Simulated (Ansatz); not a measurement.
A run for Ansatz (a first-principles code): R-r2SCAN/def2-TZVPP on BH4NO2 (SMILES NB(O)O), a point of a torsion scan.

Ansatz 0.2 input:
```yaml
crystal:
  periodic: [false, false, false]
  atoms:
    - {symbol: N, position_ang: [1.16009276, -0.12988275, 0.23596209]}
    - {symbol: B, position_ang: [-0.21483673, 0.11648460, 0.13614871]}
    - {symbol: O, position_ang: [-1.05715585, -0.96213551, 0.03521368]}
    - {symbol: O, position_ang: [-0.63805680, 1.42181925, 0.14505937]}
    - {symbol: H, position_ang: [1.83407558, 0.60666222, 0.31305185]}
    - {symbol: H, position_ang: [1.54147579, -1.05573119, 0.23579215]}
    - {symbol: H, position_ang: [-1.98729450, -0.75272139, -0.03103171]}
    - {symbol: H, position_ang: [-1.58279292, 1.54809010, 0.07484924]}
basis:
  gaussian:
    orbitals: def2-TZVPP
hamiltonian:
  xc: {name: r2SCAN}
scf: {lower_state_search: off}
```

The head of its log:

```
WARN ansatz: RAYON_NUM_THREADS=2 ignored (pool sized by the plan → 2); use --threads N
Functional definition: r2SCAN
these checks for a lower state are left out or cut short: stability, starts, cluster_reference, orbital_swaps, neighbouring_geometries, increment
integrals: 0.07 GiB planned
862 factors; their error is unknown
mean field: 0.63 GiB planned
mean field evaluation 1: about -6315.2378 eV, gradient 9.2e1 eV
mean field evaluation 2: about -6295.1535 eV, gradient 1.4e2 eV
```

Predict the final total energy.

-232.5925 hartree.
